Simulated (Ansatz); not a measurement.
Process, species as SMILES: NB(N)F -> [NH]B(N)F + H atom (the H-N bond at the site shown breaks; other sites are not compared here)
Each molecule is optimised on its own at B3LYP-D3(BJ)/def2-TZVP (Ansatz, a program for electronic structure), one conformer each, not searched for the lowest. Frequencies are from Ansatz.
Geometry of the first species:
```xyz
8

B      0.0014     0.0156     0.0056
F      0.1193     1.2867     0.4613
N      1.1907    -0.7037    -0.2412
N     -1.3015    -0.4919    -0.1874
H      1.2201    -1.6480    -0.5787
H      2.0929    -0.2912    -0.0857
H     -2.1138     0.0663     0.0051
H     -1.5042    -1.4165    -0.5199
```

Wanted: bond dissociation energy (enthalpy at 298 K, with B3LYP-D3(BJ) rigid-rotor harmonic-oscillator terms), in kcal/mol. Cores are frozen in the correlated levels unless marked. Open shells are spin-unrestricted. No spin-orbit coupling. No relativistic terms. CBS marks a two-point X^-3 extrapolation of the correlation energy; Hartree-Fock from the larger set.

```
level                                program  bond dissociation energy (kcal/mol)
----------------------------  --------------  -----------------------------------
HF/aug-cc-pVQZ                        Ansatz                                 85.5
revPBE/def2-TZVPD                     Ansatz                                108.1
r2SCANh-D4/def2-TZVPD         Ansatz + dftd4                                110.4
MP2/STO-3G                            Ansatz                                108.4
MP2/cc-pVQZ                           Ansatz                                118.0
CCSD/cc-pVTZ                          Ansatz                                112.5
CCSD(T)/CBS(cc-pVTZ,cc-pVQZ)          Ansatz                                116.2
```
